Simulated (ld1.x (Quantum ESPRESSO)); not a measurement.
Cutoff test, aluminium, ultrasoft

aluminium (Al), ultrasoft, made with ld1.x (Quantum ESPRESSO) 7.5 (PBEsol, non-relativistic). Core [Ne], reference 3s2 3p0.5 (charge +0.5). Waves: 3s (bound): rcut 2.25, rcutus 2.40 bohr; 3s channel at -0.25 Ry: rcut 2.25, rcutus 2.40 bohr; 3p (bound): rcut 1.60, rcutus 1.90 bohr; 3p channel at 0.15 Ry: rcut 1.60, rcutus 1.90 bohr. Local part: all-electron potential smoothed inside 2.30 bohr (lloc = -1). Core correction: Bessel-smoothed model core, default radius (core density twice the valence density). Augmentation charge: PSQ, radius 1.85 bohr.

The pseudo-atom Hamiltonian at the reference potential is diagonalised in spherical Bessel functions j_l(qr) that vanish at 20 bohr, with q² up to the cutoff. All-electron valence levels (Ry): 3s -0.8109, 3p -0.4179.

Task: How do the lowest levels (Ry) of each channel move with the cutoff, and are there ghosts?

Result:

```json
{"cutoff (Ry)": "8", "s #1": "-0.8108", "p #1": "-0.4175", "p #2": "-0.0674", "d #1": "-0.0592", "d #2": "0.0260", "f #1": "0.0305", "f #2": "0.1396", "Σ f·Δε (mRy)": "0.4"}
{"cutoff (Ry)": "10", "s #1": "-0.8109", "p #1": "-0.4176", "p #2": "-0.0674", "d #1": "-0.0592", "d #2": "0.0259", "f #1": "0.0305", "f #2": "0.1396", "Σ f·Δε (mRy)": "0.2"}
{"cutoff (Ry)": "400", "s #1": "-0.8109", "p #1": "-0.4179", "p #2": "-0.0675", "d #1": "-0.0593", "d #2": "0.0259", "f #1": "0.0305", "f #2": "0.1396", "Σ f·Δε (mRy)": "0.0"}
```

Result: no extra level below or beside the all-electron valence levels (s, p, d, f tested); 10 mRy is reached at 6 Ry and 1 mRy at 6 Ry.
